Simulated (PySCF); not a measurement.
# Excitation energy of Mn⁺ by level of theory

Mn⁺ [Ar] 3d5 4s1 (7S) → Mn⁺ [Ar] 3d4 4s2 (5D), as a difference of total energies. Computed with PySCF 2.14 in def2-QZVPPD, with the non-relativistic Hamiltonian (point nucleus). Correlated levels: valence: [Ar] frozen; valence and next inner shell: [Ne] frozen. The calculations carry no spin-orbit coupling.

```
                                method  excitation energy (eV)
                                   UHF                   7.433
                                   LDA                   7.804
                                   PBE                   7.737
                                  PBE0                   7.698
                                r2SCAN                   8.127
                                 M06-L                   7.277
                                  BP86                   7.611
                                 TPSSh                   7.702
                                  TPSS                   7.731
                         MP2 (valence)                   7.285
                     SCS-MP2 (valence)                   6.419
    MP2 (valence and next inner shell)                   7.549
SCS-MP2 (valence and next inner shell)                   6.861
```

Problem. How much does correlation contribute at MP2 (valence and next inner shell)?

Solution. 7.549 − (7.433) = 0.116 eV, measured against UHF.

A first-order spin-orbit estimate (lowest level to lowest level, LS coupling) adds -0.077 eV.
